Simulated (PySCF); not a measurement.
A GIAO shielding run with PySCF (density fitting, non-relativistic, gas phase) on SMILES C=CC[SiH2]CC(=C)F, C$_{6}$H$_{11}$FSi:

```
$ OMP_NUM_THREADS=1 python probes_run.py task.json out

{"job": {"kind": "nmr", "xc": "PBE0", "basis": "pcSseg-1"}, "charge": 0, "multiplicity": 1}
C      2.465340     1.188083    -0.792894
C      2.347195     0.214187     0.092339
C      1.757343    -1.122039    -0.191008
Si    -0.011711    -1.258296     0.524283
C     -1.067439     0.091483    -0.335257
C     -2.435850     0.137643     0.224127
C     -2.988230     1.069674     0.977859
F     -3.162588    -0.969670    -0.085263
H      2.156147     1.061704    -1.818110
H      2.882610     2.147014    -0.537018
H      2.666002     0.372593     1.114558
H      2.374638    -1.898587     0.259742
H      1.737407    -1.298686    -1.266908
H      0.003085    -0.999527     1.968967
H     -0.564469    -2.585484     0.243242
H     -1.132855    -0.137995    -1.400220
H     -0.599735     1.068187    -0.229177
H     -3.994744     0.974321     1.342193
H     -2.441951     1.954647     1.240970
```

Hardware: 1 thread of an Arm Neoverse V2, shared host. The job also computes population analyses, field gradients.

(1) How large is the calculation?

(2) How long does it take, and how much memory does it need?

Answers

(1) 70 electrons, 198 basis functions and 1046 auxiliary functions.

(2) 39 s of wall time, with 14 SCF cycles and 5 response iterations; peak memory 0.91 GiB. Times on a shared host scatter by some tens of per cent.
